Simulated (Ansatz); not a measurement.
`[OH][GaH][SeH]` + H–F → `[OH][GaH][F]` + H₂Se at 700 K and 1 bar (ligand exchange at a Ga–Se bond).

Program: Ansatz. Geometries: PBE0-D4/def2-TZVP. ΔE: electronic, gas phase. CCSD(T)/CBS adds triple-zeta CCSD(T) − MP2 to the extrapolated MP2 energy (def2 sets, frozen cores). This one scheme is used for every species. For Ga, Se outer-core shells are correlated without core-valence functions, which leaves a few kJ/mol of doubt a bond. Scalar relativity is left out up to krypton. Each species was taken in one conformer, which may not be the lowest.

```tsv
species	CCSD(T)/CBS energy (Eh)	H − E (kJ/mol)	S (J/(mol·K))
`[OH][GaH][SeH]`	-4401.68747	131.3	404.2
H–F	-100.39570	45.2	198.5
`[OH][GaH][F]`	-2100.17635	104.9	355.2
H₂Se	-2401.89790	61.1	251.1
```

H − E and S are ideal-gas, rigid-rotor, harmonic terms from PBE0-D4/def2-TZVP, for one conformer and one mirror image of each species. 1 Eh = 2625.50 kJ/mol, R = 8.31446 J/(mol·K).

Q: By hand: ΔE, ΔH, ΔS and ΔG.

A: ΔE = (-2100.17635) + (-2401.89790) − (-4401.68747) − (-100.39570) = 0.00892 Eh = 23.4 kJ/mol. Δ(H − E) = 104.9 + 61.1 − 131.3 − 45.2 = -10.5, so ΔH = 12.9 kJ/mol. ΔS = 355.2 + 251.1 − 404.2 − 198.5 = 3.6 J/(mol·K). ΔG = 12.9 − 700 × (3.6)/1000 = 10.4 kJ/mol.

Q: By hand: the equilibrium constant, and the temperature at which ΔG would vanish if ΔH and ΔS stayed fixed.

A: log₁₀ K = −ΔG/(RT ln 10) = -0.8. ΔG = 0 at ΔH/ΔS = 3583 K, far beyond where these terms or the molecules hold.

The number of gas molecules stays the same, so ΔS is small and ΔH decides. A doubt of 5 kJ/mol in ΔE shifts log₁₀ K by 0.4 here. Other conformers and mirror images would add mixing entropy, several J/(mol·K) or more a flexible species. These are equilibria of isolated gas molecules and say nothing of rates. Largest T1 diagnostic: 0.015 (customary marks: 0.02 for closed shells, 0.045 for open ones).
